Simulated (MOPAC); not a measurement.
Input for MOPAC: PM7 on CH5FS (a complex), monomers drawn apart or pushed together.

```
PM7 1SCF PRECISE CHARGE=0 THREADS=1
CH5FS

S     -1.01864321 1     0.17603342 1    -0.21559395 1
H      0.06164805 1     0.84854057 1    -0.64360260 1
H     -0.30103800 1    -0.53718022 1     0.66928767 1
C      0.61385151 1     0.10039869 1     5.19891675 1
F      1.15229209 1    -0.96123446 1     4.46857948 1
H      1.43479847 1     0.67458046 1     5.62848797 1
H      0.02584796 1     0.72021383 1     4.52225836 1
H     -0.01700155 1    -0.30868717 1     5.98806491 1
```

Output:

```
*******************************************************************************
 **                                                                           **
 **                              MOPAC v23.2.5                                **
 **                                                                           **
 *******************************************************************************
 ** MOPAC's Digital Object Identifier: https://doi.org/10.5281/zenodo.6511958 **
 **                                                                           **
 ** Please cite the open-source release paper for use of this MOPAC version:  **
 ** J. E. Moussa and J. J. P. Stewart (2026)                                  **
 ** MOPAC: An open-source semiempirical molecular orbital program             **
 ** J. Open Source Softw., 11(119), 8025, https://doi.org/10.21105/joss.08025 **
 *******************************************************************************

                              PM7 CALCULATION RESULTS

 *******************************************************************************
 *  PM7        - The PM7 Hamiltonian to be used
 *
 *
 *
 *                 CHARGE ON SYSTEM = 0
 *
 *
 *
 *  PRECISE    - TIGHTER CRITERIA TO BE USED
 *  1SCF       - DO 1 SCF AND THEN STOP
 *  THREADS=1  - MULTI-THREADING NOT USED
 *  T=         - A TIME OF 172800.0 SECONDS REQUESTED
 *  DUMP=N     - RESTART FILE WRITTEN EVERY 7200.0 SECONDS REQUESTED
 *******************************************************************************
PM7 1SCF PRECISE CHARGE=0 THREADS=1
 CH5FS

   ATOM   CHEMICAL          X               Y               Z
  NUMBER   SYMBOL      (ANGSTROMS)     (ANGSTROMS)     (ANGSTROMS)

     1       S         -1.01864321  *   0.17603342  *  -0.21559395  *
     2       H          0.06164805  *   0.84854057  *  -0.64360260  *
     3       H         -0.30103800  *  -0.53718022  *   0.66928767  *
     4       C          0.61385151  *   0.10039869  *   5.19891675  *
     5       F          1.15229209  *  -0.96123446  *   4.46857948  *
     6       H          1.43479847  *   0.67458046  *   5.62848797  *
     7       H          0.02584796  *   0.72021383  *   4.52225836  *
     8       H         -0.01700155  *  -0.30868717  *   5.98806491  *



          CARTESIAN COORDINATES

    NO.       ATOM           X           Y           Z

     1         S         -1.0186      0.1760     -0.2156
     2         H          0.0616      0.8485     -0.6436
     3         H         -0.3010     -0.5372      0.6693
     4         C          0.6139      0.1004      5.1989
     5         F          1.1523     -0.9612      4.4686
     6         H          1.4348      0.6746      5.6285
     7         H          0.0258      0.7202      4.5223
     8         H         -0.0170     -0.3087      5.9881

 General Reference for PM7:
 "Optimization of Parameters for Semiempirical Methods VI: More Modifications to the
 NDDO Approximations and Re-optimization of Parameters", J. J. P. Stewart, J. Mol. Mod., 1:32, 19 (2013)
 https://link.springer.com/article/10.1007/s00894-012-1667-x

           Empirical Formula: C H5 S F  =     8 atoms



      MOLECULAR POINT GROUP   :   C1


      RHF CALCULATION, NO. OF DOUBLY OCCUPIED LEVELS = 11


 -------------------------------------------------------------------------------
 PM7 1SCF PRECISE CHARGE=0 THREADS=1
 CH5FS



     1SCF WAS SPECIFIED, SO BFGS WAS NOT USED
     SCF FIELD WAS ACHIEVED


                              PM7 CALCULATION
                                                       MOPAC v23.2.5 Linux




          FINAL HEAT OF FORMATION =        -52.34189 KCAL/MOL =    -218.99847 KJ/MOL


          COSMO AREA              =        126.05 SQUARE ANGSTROMS
          COSMO VOLUME            =         96.35 CUBIC ANGSTROMS

          IONIZATION POTENTIAL    =          9.322977 EV
          HOMO LUMO ENERGIES (EV) =         -9.323 -0.792
          NO. OF FILLED LEVELS    =         11
          MOLECULAR WEIGHT        =         68.1089         POINT GROUP:  C1

          MOLECULAR DIMENSIONS (Angstroms)

            Atom       Atom       Distance
            H     8    H     2     6.73234
            H     6    S     1     2.93006
            F     5    H     7     2.00867


          SCF CALCULATIONS        =          1





   ATOM   CHEMICAL          X               Y               Z
  NUMBER   SYMBOL      (ANGSTROMS)     (ANGSTROMS)     (ANGSTROMS)

     1       S         -1.01864321  *   0.17603342  *  -0.21559395  *
     2       H          0.06164805  *   0.84854057  *  -0.64360260  *
     3       H         -0.30103800  *  -0.53718022  *   0.66928767  *
     4       C          0.61385151  *   0.10039869  *   5.19891675  *
     5       F          1.15229209  *  -0.96123446  *   4.46857948  *
     6       H          1.43479847  *   0.67458046  *   5.62848797  *
     7       H          0.02584796  *   0.72021383  *   4.52225836  *
     8       H         -0.01700155  *  -0.30868717  *   5.98806491  *

                             CARTESIAN COORDINATES

   1    S       -1.018643210     0.176033420    -0.215593950
   2    H        0.061648050     0.848540570    -0.643602600
   3    H       -0.301038000    -0.537180220     0.669287670
   4    C        0.613851510     0.100398690     5.198916750
   5    F        1.152292090    -0.961234460     4.468579480
   6    H        1.434798470     0.674580460     5.628487970
   7    H        0.025847960     0.720213830     4.522258360
   8    H       -0.017001550    -0.308687170     5.988064910


           Empirical Formula: C H5 S F  =     8 atoms



      MOLECULAR POINT GROUP   :   C1


                  EIGENVALUES
 -40.25931 -26.97142 -24.99348 -16.81859 -16.81086 -15.80063 -14.14764 -13.45268
 -13.44014 -11.71478  -9.32298  -0.79223  -0.21016  -0.10033   0.05350   0.08068
   2.79553   2.85327   3.42436   5.10499   5.10988   5.70252


              NET ATOMIC CHARGES AND DIPOLE CONTRIBUTIONS

  ATOM NO.   TYPE          CHARGE      No. of ELECS.   s-Pop       p-Pop       d-Pop
    1          S          -0.332643        6.3326     1.87684     4.31136     0.14444
    2          H           0.163967        0.8360     0.83603
    3          H           0.168677        0.8313     0.83132
    4          C          -0.205040        4.2050     1.09904     3.10600
    5          F          -0.206348        7.2063     1.97371     5.23264
    6          H           0.136597        0.8634     0.86340
    7          H           0.136905        0.8631     0.86310
    8          H           0.137886        0.8621     0.86211
 DIPOLE           X         Y         Z       TOTAL
 POINT-CHG.     0.633     1.517     1.463     2.201
 HYBRID         0.403    -0.158    -0.019     0.433
 SUM            1.036     1.359     1.444     2.237


          ATOMIC ORBITAL ELECTRON POPULATIONS

     Atom    s        px        py        pz      x^2-y^2     xz        z^2       yz        xy
    1  S   1.87684   1.27374   1.51572   1.52190   0.01225   0.04177   0.01135   0.02725   0.05182
    2  H   0.83603
    3  H   0.83132
    4  C   1.09904   1.09970   0.94985   1.05646
    5  F   1.97371   1.88291   1.56073   1.78900
    6  H   0.86340
    7  H   0.86310
    8  H   0.86211

 **********************
 *                    *
 * JOB ENDED NORMALLY *
 *                    *
 **********************




 == MOPAC DONE ==
```

The run finished.

Cost: around 0.05 core-seconds (rough).
